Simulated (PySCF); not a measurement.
Radial density of Mo²²⁺ (molybdenum, charge +22)

UHF, [Ar] 3d2, high-spin 3F determinant. Calculation: PySCF 2.14, in an even-tempered Gaussian basis (18 s from 2.5 bohr⁻², ratio 2.5; 12 p from 3.2 bohr⁻², ratio 2.5; 8 d from 3.2 bohr⁻², ratio 2.5; 4 f from 11 bohr⁻², ratio 2.7; 3 g from 17 bohr⁻², ratio 2.7); the spin-free X2C one-electron Hamiltonian (Gaussian nucleus).

```csv
r (bohr),4πr²ρ (e/bohr),4πr²(ρα − ρβ)
0.0362,48.76,0.0061
0.0609,47.95,0.0886
0.102,64.52,0.7416
0.172,39.05,3.3745
0.290,30.65,6.2146
0.487,18.68,2.6454
0.820,0.6831,0.0983
1.38,0.0009122,0.0002
```

Densities and radii are taken from the X2C orbitals without a picture-change correction, which distorts them close to the nucleus.

Spin-orbit coupling, absent here, splits the open shell strongly.
